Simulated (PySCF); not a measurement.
LaO, doublet, geometry from GFN2-xTB (such geometries of metal compounds can be far from the true shape) (core potentials on La); DF-R2SCAN/def2-TZVPD (PySCF).

Input for PySCF:
```python
from pyscf import gto, scf, dft

mol = gto.M(
    atom='''
La   -0.00000000   -0.00000000   -0.24883547
O     0.00000000    0.00000000    1.77295270
''',
    basis='def2-tzvpd',
    ecp={'La': 'def2-tzvpd'},
    spin=1,
    verbose=4,
)

mf = dft.UKS(mol)
mf.xc = 'r2scan'
mf = mf.density_fit(auxbasis='def2-universal-jkfit')
mf.kernel()
```

**Question.** What does PySCF print? Leave out banner, timings and long lists.

**Answer.** 
```
PySCF version 2.14.0

[INPUT] verbose = 4
[INPUT] num. atoms = 2
[INPUT] num. electrons = 19
[INPUT] charge = 0
[INPUT] spin (= nelec alpha-beta = 2S) = 1
[INPUT] symmetry False subgroup None
[INPUT] Mole.unit = angstrom
[INPUT] Symbol           X                Y                Z      unit          X                Y                Z       unit  Magmom
[INPUT]  1 La     0.000000000000   0.000000000000  -0.248835470000 AA    0.000000000000   0.000000000000  -0.470230888377 Bohr   0.0
[INPUT]  2 O      0.000000000000   0.000000000000   1.772952700000 AA    0.000000000000   0.000000000000   3.350395034808 Bohr   0.0

nuclear repulsion = 23.0328751804696
number of shells = 29
number of NR pGTOs = 118
number of NR cGTOs = 83
basis = def2-tzvpd
ecp = {'La': 'def2-tzvpd'}

******** <class 'pyscf.df.df_jk.DFUKS'> ********
method = DFUKS
initial guess = minao
damping factor = 0
level_shift factor = 0
DIIS = <class 'pyscf.scf.diis.CDIIS'>
diis_start_cycle = 1
diis_space = 8
diis_damp = 0
SCF conv_tol = 1e-09
SCF conv_tol_grad = None
SCF max_cycles = 50
direct_scf = False
number electrons alpha = 10  beta = 9
XC library pyscf.dft.libxc version 7.1.2
    S. Lehtola, C. Steigemann, M. J. T. Oliveira, and M. A. L. Marques,  SoftwareX 7, 1–5 (2018)
XC functionals = r2scan
    J. W. Furness, A. D. Kaplan, J. Ning, J. P. Perdew, and J. Sun,  J. Phys. Chem. Lett. 11, 8208–8215 (2020)
    J. W. Furness, A. D. Kaplan, J. Ning, J. P. Perdew, and J. Sun,  J. Phys. Chem. Lett. 11, 9248–9248 (2020)
    J. W. Furness, A. D. Kaplan, J. Ning, J. P. Perdew, and J. Sun,  J. Phys. Chem. Lett. 11, 8208–8215 (2020)
    J. W. Furness, A. D. Kaplan, J. Ning, J. P. Perdew, and J. Sun,  J. Phys. Chem. Lett. 11, 9248–9248 (2020)
radial grids:
    Treutler-Ahlrichs [JCP 102, 346 (1995); DOI:10.1063/1.469408] (M4) radial grids

becke partition: Becke, JCP 88, 2547 (1988); DOI:10.1063/1.454033
pruning grids: <function nwchem_prune>
grids dens level: 3
symmetrized grids: False
atomic radii adjust function: <function treutler_atomic_radii_adjust>
small_rho_cutoff = 0
Set gradient conv threshold to 3.16228e-05
tot grids = 38792
init E= -100.223598046419

cycle= 1 E= -106.403512756484  delta_E= -6.18  |g|= 0.934  |ddm|= 11.3
cycle= 2 E= -98.058493688792  delta_E= 8.35  |g|= 2.42  |ddm|= 2.81
cycle= 3 E= -106.555691447191  delta_E= -8.5  |g|= 0.625  |ddm|= 2.48
cycle= 4 E= -106.746067655067  delta_E= -0.19  |g|= 0.36  |ddm|= 1.22
cycle= 5 E= -106.807467401336  delta_E= -0.0614  |g|= 0.116  |ddm|= 0.695
cycle= 6 E= -106.812450703166  delta_E= -0.00498  |g|= 0.0507  |ddm|= 0.133
cycle= 7 E= -106.813587274192  delta_E= -0.00114  |g|= 0.00572  |ddm|= 0.0525
cycle= 8 E= -106.813620998817  delta_E= -3.37e-05  |g|= 0.00068  |ddm|= 0.0281
cycle= 9 E= -106.813621574381  delta_E= -5.76e-07  |g|= 0.000317  |ddm|= 0.0057
cycle= 10 E= -106.813621644505  delta_E= -7.01e-08  |g|= 0.000116  |ddm|= 0.00145
cycle= 11 E= -106.813621653968  delta_E= -9.46e-09  |g|= 3.69e-05  |ddm|= 0.000257
cycle= 12 E= -106.813621655039  delta_E= -1.07e-09  |g|= 1.55e-05  |ddm|= 0.000106
cycle= 13 E= -106.813621655296  delta_E= -2.57e-10  |g|= 3.33e-06  |ddm|= 6.12e-05
Extra cycle  E= -106.813621655291  delta_E= 4.58e-12  |g|= 7.28e-06  |ddm|= 8.37e-06
converged SCF energy = -106.813621655291  <S^2> = 0.75464207  2S+1 = 2.0046367
```
